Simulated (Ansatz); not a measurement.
Reaction (homolysis of the C–Si bond): `C[SiH](N)CO` → `[CH2]O`• + `C[SiH]N`•

Computed with Ansatz on PBE0-D4/def2-TZVP structures; ΔE is electronic, products minus reactants. CCSD(T)/CBS is the MP2 limit (def2-TZVPP, def2-QZVPP) plus CCSD(T) − MP2 in def2-TZVPP, frozen cores. This one scheme is used for every species. Functionals use def2-TZVPP. Open shells (•) are unrestricted, without spin–orbit coupling. Each species was taken in one conformer, which may not be the lowest.

`C[SiH](N)CO`:

Cartesian coordinates in Å:
```
C 1.180 1.329 0.279
Si -0.442 0.478 -0.059
N -0.895 -0.369 1.389
C -0.266 -0.898 -1.336
O 0.481 -1.971 -0.776
H 1.951 0.593 0.519
H 1.103 2.035 1.109
H 1.509 1.886 -0.601
H -1.461 1.469 -0.525
H -1.832 -0.731 1.479
H -0.580 -0.011 2.277
H -1.251 -1.242 -1.688
H 0.271 -0.547 -2.223
H 0.232 -2.023 0.156
```

`[CH2]O`•:

```xyz
5

C    -0.083   -0.101   -0.432
O    -0.241   -0.172    0.913
H    -0.994   -0.259   -0.989
H     0.729    0.491   -0.839
H     0.589    0.041    1.347
```

`C[SiH]N`•:

Cartesian coordinates in Å:
```
C 0.110 -1.350 0.056
Si 0.629 0.413 0.431
N -0.351 1.487 -0.506
H -0.953 -1.490 0.271
H 0.685 -2.052 0.664
H 0.286 -1.598 -0.994
H 0.367 0.764 1.862
H -0.355 2.470 -0.281
H -0.417 1.356 -1.504
```

| level | ΔE (kcal/mol) |
| --- | --- |
| B97M-V | 82.6 |
| BHLYP-D4 | 79.6 |
| ωB97X-V | 84.5 |
| PBE-QIDH | 82.9 |
| BHLYP | 76.8 |
| HF/def2-TZVPP | 58.8 |
| CCSD/def2-TZVPP | 81.5 |
| MP2/def2-QZVPP | 87.5 |

Problem. What does CCSD(T)/CBS give? (Best estimate.)

Solution. Computed: +85.3 kcal/mol. The listed levels differ from it by -2.7, -5.7, -0.8, -2.4, -8.5, -26.5, -3.8, 2.2 kcal/mol.

Largest T1 diagnostic among the species: 0.016.

Leaving LDA and LC-ωPBE aside and taking each functional with its dispersion term where it has one, the values, not all of them listed here, spread over 9.2 kcal/mol, from BLYP-D4 to ωB97M-V. LDA lies +14.7 kcal/mol from PBE without D4, its usual overbinding. At CCSD(T), def2-SVP lies −4.6 kcal/mol from the extrapolated value and def2-TZVPP −1.9 kcal/mol: correlation converges slowly with the basis, and small sets miss more of it in the bonded molecule than in its fragments.

CCSD(T)/CBS has its own doubt, a few kJ/mol and more with outer-core shells, so smaller differences from it don't rank the levels.
